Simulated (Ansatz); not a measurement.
Two isomers of C2H8SeSi: A = `CC[SiH2][SeH]`, B = `CC([SiH3])[SeH]`.

Program: Ansatz. Geometries: PBE0-D4/def2-TZVP. ΔE: electronic, gas phase. CCSD(T)/CBS is the MP2 limit (def2-TZVPP, def2-QZVPP) plus CCSD(T) − MP2 in def2-TZVPP, frozen cores. Functionals use def2-TZVPP. B3LYP here is the variant with VWN-RPA as its local correlation; programs differ in this. For Se outer-core shells are correlated without core-valence functions, which leaves a few kJ/mol of doubt a bond. Scalar relativity is left out up to krypton. Each species was taken in one conformer, which may not be the lowest.

Problem. Which isomer does CCSD(T)/CBS put lower? Give the gap. (An estimate is asked.)

Solution. Ansatz gave: A, by 25.6 kcal/mol.

Problem. Give E(B) − E(A) in kcal/mol with MP2/def2-TZVPP, CCSD/def2-TZVPP, HF/def2-TZVPP, B3LYP-D4, PBE-D4, B3LYP, PBE0-D4. (An estimate is asked.)

Solution. The calculation gave: MP2/def2-TZVPP 24.9, CCSD/def2-TZVPP 25.2, HF/def2-TZVPP 27.5, B3LYP-D4 25.7, PBE-D4 26.0, B3LYP 26.5, PBE0-D4 26.9. None reverses the order clearly.

Largest T1 diagnostic: 0.010.

From PBE to PBE0 (25 % exact exchange), in def2-TZVPP and without D4, E(B) − E(A) moves by +0.8 kcal/mol. The D4 term adds −0.8 kcal/mol with B3LYP and −0.4 kcal/mol with PBE0; it sums over pairs of atoms, weighted by their polarisabilities, and B3LYP, whose exchange is more repulsive, gets the larger term.
